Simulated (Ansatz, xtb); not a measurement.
# C2H4ClMg: where a starting geometry ends

The starting geometry of this gas-phase doublet was built from a drawn formula by distance geometry and a force field; its bonds are those of `[CH2][Mg][CH2]Cl`.

```xyz
8

C    -2.0435   -0.5341    0.6574
C     1.8598    0.0364   -1.1178
Cl    2.6661   -1.5233   -1.3515
Mg   -0.0600   -0.2702   -0.2543
H    -2.1106    0.0172    1.6118
H    -2.8283   -0.1245   -0.0681
H     1.7737    0.4875   -2.1388
H     2.5119    0.6596   -0.5042
```

Q: Predict what it relaxes into with r2SCAN-D4/def2-SVP.

A: A new bond forms, giving a structure with Cl3 bridging C2 and Mg4, given below by its coordinates. Contacts that close: Cl3–Mg4 (3.19 → 2.56 Å).

The energy falls by 0.66 eV over 28 steps:

| step | E − E(last) (eV) |
| --- | --- |
| 1 | 0.657 |
| 4 | 0.100 |
| 7 | 0.022 |
| 10 | 0.020 |
| 13 | 0.017 |
| 16 | 0.011 |
| 19 | 0.004 |
| 22 | 0.001 |
| 25 | 0.000 |
| 28 | 0.000 |

Final geometry (Å):

```yaml
atoms:
  - { symbol: C, position_ang: [-1.8868, -0.3043, 0.5243] }
  - { symbol: C, position_ang: [1.8134, 0.2818, -1.2728] }
  - { symbol: Cl, position_ang: [2.1666, -1.4259, -0.4634] }
  - { symbol: Mg, position_ang: [-0.0245, -0.1032, -0.3298] }
  - { symbol: H, position_ang: [-2.2214, -1.1570, 1.1386] }
  - { symbol: H, position_ang: [-2.7107, 0.4247, 0.4427] }
  - { symbol: H, position_ang: [2.0242, 0.1070, -2.3386] }
  - { symbol: H, position_ang: [2.6083, 0.9254, -0.8668] }
```

From the same start GFN2-xTB reaches the same bonding as this run.

The end wasn't checked by frequencies. Open shells are spin-unrestricted. Run with Ansatz 0.2.0, 2.6 min on 2 threads of Arm Neoverse V1, on a shared host.
